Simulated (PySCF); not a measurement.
Species: C4H5F3Se.
Structure used (GFN2-xTB), in Å, numbered top down from 1:
```
atom  x, y, z in Å
C1     2.4065    1.0311    0.9326
C2     1.4723    0.2406    0.4339
Se3    0.6201    0.5460   -1.2435
C4    -0.8289   -0.7717   -1.0553
C5    -1.9047   -0.2471   -0.1376
F6    -2.4088    0.9172   -0.5587
F7    -1.4650   -0.0502    1.1127
F8    -2.9387   -1.1034   -0.0411
H9     2.7379    1.9190    0.4198
H10    2.8731    0.8115    1.8777
H11    1.1289   -0.6488    0.9430
H12   -1.2633   -0.9350   -2.0424
H13   -0.4339   -1.7088   -0.6590
```

PySCF, density fitting, gas phase, GFN2-xTB geometry. The standard run uses grid level 2 after a coarse-grid start, the def2-universal JK fitting basis (with tight functions added where the orbital basis needs them), an energy threshold of 1e-9 Eh and DIIS. The changed runs have no coarse-grid stage.

Task: Standard PBE0/def2-SVPD: E = -2855.142056 Eh, HOMO -6.507 eV, LUMO -0.463 eV, dipole 1.937 D, 12 cycles (coarse-grid cycles included). What changes at PBE0/def2-SVPD with: grid level 3, damping 0.3 at the start, DIIS from the seventh cycle?

Result: E = -2855.142050 Eh (+0.006 mEh), HOMO -6.507 eV (0.000), LUMO -0.463 eV (0.000), dipole 1.937 D (0.000), 14 SCF cycles. The result matches the standard run within 0.02 mEh and 0.003 eV.

The cycles:
```
cycle   1  E = -2855.0115307681  dE =  1.837e-01  |g| = 8.446e-01  |ddm| = 5.163e+00
cycle   2  E = -2855.0841202949  dE = -7.259e-02  |g| = 5.748e-01  |ddm| = 1.306e+00
cycle   3  E = -2855.1110904491  dE = -2.697e-02  |g| = 4.128e-01  |ddm| = 8.868e-01
cycle   4  E = -2855.1240493401  dE = -1.296e-02  |g| = 3.101e-01  |ddm| = 6.646e-01
cycle   5  E = -2855.1308350575  dE = -6.786e-03  |g| = 2.378e-01  |ddm| = 5.316e-01
cycle   6  E = -2855.1131098457  dE =  1.773e-02  |g| = 3.759e-01  |ddm| = 6.284e-01
cycle   7  E = -2855.0681274674  dE =  4.498e-02  |g| = 5.861e-01  |ddm| = 1.027e+00
cycle   8  E = -2855.1417134445  dE = -7.359e-02  |g| = 3.781e-02  |ddm| = 6.598e-01
cycle   9  E = -2855.1420404647  dE = -3.270e-04  |g| = 6.189e-03  |ddm| = 4.474e-02
cycle  10  E = -2855.1420484765  dE = -8.012e-06  |g| = 2.484e-03  |ddm| = 1.010e-02
cycle  11  E = -2855.1420500504  dE = -1.574e-06  |g| = 2.816e-04  |ddm| = 3.467e-03
cycle  12  E = -2855.1420500697  dE = -1.938e-08  |g| = 7.148e-05  |ddm| = 6.474e-04
cycle  13  E = -2855.1420500708  dE = -1.033e-09  |g| = 2.580e-05  |ddm| = 1.222e-04
cycle  14  E = -2855.1420500709  dE = -1.251e-10  |g| = 8.940e-06  |ddm| = 3.694e-05
```
